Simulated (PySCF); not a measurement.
Species: C₆H₇N₂ (doublet state).
Structure used (GFN2-xTB), in Å, numbered top down from 1:
```xyz
15
C6H7N2 angstrom
C     -2.4387   -0.4026   -0.1812
C     -1.1739   -0.6884   -0.4213
C     -0.1604    0.3210   -0.9043
C      0.7267    0.6194    0.2550
C      0.3733    1.6306    1.1336
N      0.0817    2.4846    1.8538
C      1.8807   -0.1670    0.5146
N      2.1956   -1.1144   -0.2871
H     -3.1319   -1.1520    0.1611
H     -2.8405    0.5867   -0.3280
H     -0.7727   -1.6776   -0.2527
H     -0.6668    1.2231   -1.2503
H      0.4414   -0.1232   -1.6982
H      2.4515    0.1016    1.4126
H      3.0297   -1.6337   -0.0295
```

The hyperfine couplings belong to this conformer and change with its torsions.

As a line formula: `[H]/N=C/[C](C#N)CC=C` [radical].

Level of theory: UKS B3LYP, pcH-1 on C H N, non-relativistic, mean-field spin-orbit, GIAO (PySCF 2.14.0). One conformer (not necessarily the lowest) at the GFN2-xTB geometry, without solvent, vibrations or thermal averaging. Couplings are sensitive to structure, and on GFN2-xTB geometries they can be far from those on DFT ones. No stability test was run, so a lower SCF solution isn't excluded. ⟨S²⟩ is 0.775 where a pure state has 0.75.

The largest Mulliken spin populations are on C4 (+0.66), N8 (+0.38), N6 (+0.29) and C7 (-0.19). Three atoms exceed +0.15. The angles at C4 add up to 359.9°, so it is planar.

(1) Find Q in a(H) = Q·ρ(C) for the protons on the planar carbons that carry spin.

(2) List the C–H protons on four-coordinate carbons next to a three-coordinate spin centre, with their couplings and θ (C–H bond against the normal to the plane of the centre's neighbours, projected along the bond that joins the two).

Results:

(1) 
```json
{"H": "H14", "C": "C7", "ρ(C)": "-0.186", "a(H) (G)": "+2.40", "a/ρ (G)": "-12.9"}
```

One proton gives one ratio, Q = -12.9 G, and no test of linearity. In every row coupling and population have opposite signs. Where ρ is negative the coupling is positive.

(2) 
```
β H  on  centre  θ (°)  cos²θ  a (G)
H12  C3      C4     60   0.24  +7.42
H13  C3      C4     62   0.22  +6.33
```

Couplings in gauss use g_iso = 2.0035.
